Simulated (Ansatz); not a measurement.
Molecule: C2H5Br3Ge, net charge 0, singlet state. 
Geometry from a B3LYP-D3(BJ)/def2-TZVP (Ansatz, an electronic-structure program) optimisation:
SMILES: C[CH2][Ge]([Br])([Br])[Br]
```xyz
11

C     -3.1297     0.0893     0.2709
C     -2.0416    -0.9679     0.1210
Ge    -0.2431    -0.1984     0.0099
Br    -0.0764     1.2283    -1.8126
Br     0.2410     1.0256     1.9210
Br     1.3561    -1.8604    -0.2163
H     -3.1401     0.7736    -0.5780
H     -2.9908     0.6783     1.1780
H     -4.1102    -0.3875     0.3284
H     -2.0126    -1.6545     0.9685
H     -2.1619    -1.5591    -0.7881
```
Charge 0, spin multiplicity 1.

Property: atomisation energy (electronic, to ground-state atoms), in kcal/mol. Cores are frozen in the correlated levels unless marked. UHF or UKS for open shells. No spin-orbit coupling. Frozen are the shells of the preceding noble gas and the d and f shells that filled before the atom's block. Non-relativistic. The coupled-cluster limit lacks core correlation, which all-electron functionals hold. Basis-set limits of correlation are two-point, X^-3; Hartree-Fock from the larger set.

```csv
level,program,atomisation energy (kcal/mol)
HF/6-31G*,Ansatz,654.2
MP2/aug-cc-pVDZ,Ansatz,847.7
MP2/cc-pVDZ,Ansatz,833.2
SCS-MP2/6-31G,Ansatz,738.8
```

Estimate the value at CCSD(T)/CBS(cc-pVTZ,cc-pVQZ) as computed with Ansatz.

893.6 kcal/mol, so SCS-MP2/6-31G differs from it by -154.8 kcal/mol.
